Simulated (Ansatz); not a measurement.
Start from `[CH3][Al]([F])[CH2]F` and change one atom or group to get `[CH3][Al]([F])[SH]`.

Ansatz, PBE0-D4/def2-TZVP geometries, multiplicity 1. Each molecule was computed in one conformer, which needn't be the lowest.

| property | `[CH3][Al]([F])[CH2]F` |
| --- | --- |
| LUMO energy (ωB97M-V/def2-TZVPP) / eV | 0.96 |
| HOMO energy (ωB97M-V/def2-TZVPP) / eV | -10.11 |
| HOMO energy (B3LYP/def2-TZVPP) / eV | -7.64 |
| LUMO energy (B3LYP/def2-TZVPP) / eV | -0.85 |
| LUMO energy (PBE0/def2-TZVPP) / eV | -0.58 |
| HOMO–LUMO gap (ωB97M-V/def2-TZVPP) / eV | 11.07 |

**Question.** What does the change do to each property? (Best estimate.)

**Answer.** The calculation gave: 
```csv
property,`[CH3][Al]([F])[SH]`,shift
LUMO energy (ωB97M-V/def2-TZVPP) / eV,1.16,0.20
HOMO energy (ωB97M-V/def2-TZVPP) / eV,-10.05,0.06
HOMO energy (B3LYP/def2-TZVPP) / eV,-7.59,0.05
LUMO energy (B3LYP/def2-TZVPP) / eV,-0.63,0.22
LUMO energy (PBE0/def2-TZVPP) / eV,-0.39,0.19
HOMO–LUMO gap (ωB97M-V/def2-TZVPP) / eV,11.21,0.14
```

B3LYP here is the variant with VWN-RPA as its local correlation; programs differ in this.
